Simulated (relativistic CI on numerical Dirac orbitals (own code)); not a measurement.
## d5 in a ligand field

Computed with a parametric ligand-field model of a d^n configuration (Racah B and C, spin-orbit zeta, crystal field), exact diagonalisation.

Field parameters in Wybourne normalisation: Oh B⁴₀ = 21Dq, B⁴₄ = √(5/14) B⁴₀; Td as Oh with Dq negative (B⁴₀ = 21Dq, B⁴₄ = √(5/14) B⁴₀). The field is a parameter set, without covalency.

**Question.** Ground term and bands for B = 410, C = 1710, ζ = 0 cm⁻¹, Oh, 10Dq = 13850 cm⁻¹?

**Answer.** Ground term 2T2 with 0.05 electrons in the two orbitals of the cubic e set. Spin-allowed: 2A2 11803 cm⁻¹ (847 nm), 2T1 11948 cm⁻¹ (837 nm), 2T2 12976 cm⁻¹ (771 nm), 2E 13917 cm⁻¹ (719 nm). Lowest spin-forbidden: 6A1 5564 cm⁻¹ (1797 nm), 4T1 5831 cm⁻¹ (1715 nm), 4T2 8837 cm⁻¹ (1132 nm).

**Question.** Ground term and bands for B = 460, C = 1620, ζ = 0 cm⁻¹, Oh, 10Dq = 36250 cm⁻¹?

**Answer.** Ground term 2T2 with 0.01 electrons in the two orbitals of the cubic e set. Spin-allowed: 2A2 33754 cm⁻¹ (296 nm), 2T1 33926 cm⁻¹ (295 nm), 2T2 35343 cm⁻¹ (283 nm), 2E 36221 cm⁻¹ (276 nm). Lowest spin-forbidden: 4T1 27956 cm⁻¹ (358 nm), 4T2 31551 cm⁻¹ (317 nm), 6A1 50008 cm⁻¹ (200 nm).

**Question.** Ground term and bands for B = 920, C = 4040, ζ = 0 cm⁻¹, Oh, 10Dq = 7600 cm⁻¹?

**Answer.** Ground term 6A1 with 2.00 electrons in the two orbitals of the cubic e set. Spin-allowed: none. Lowest spin-forbidden: 4T1 24430 cm⁻¹ (409 nm), 4T2 27897 cm⁻¹ (358 nm), 4A1+E 29400 cm⁻¹ (340 nm). A high-spin d5 ion has no spin-allowed d-d band, hence its pale colour.

**Question.** Ground term and bands for B = 540, C = 2680, ζ = 0 cm⁻¹, Td, 10Dq = -3150 cm⁻¹?

**Answer.** Ground term 6A1 with 2.00 electrons in the two orbitals of the cubic e set. Spin-allowed: none. Lowest spin-forbidden: 4T1 17173 cm⁻¹ (582 nm), 4T2 18409 cm⁻¹ (543 nm), 4A1+E 18800 cm⁻¹ (532 nm). A high-spin d5 ion has no spin-allowed d-d band, hence its pale colour.

**Question.** Ground term and bands for B = 800, C = 3230, ζ = 0 cm⁻¹, Oh, 10Dq = 6950 cm⁻¹?

**Answer.** Ground term 6A1 with 2.00 electrons in the two orbitals of the cubic e set. Spin-allowed: none. Lowest spin-forbidden: 4T1 19334 cm⁻¹ (517 nm), 4T2 22638 cm⁻¹ (442 nm), 4A1+E 24150 cm⁻¹ (414 nm). A high-spin d5 ion has no spin-allowed d-d band, hence its pale colour.
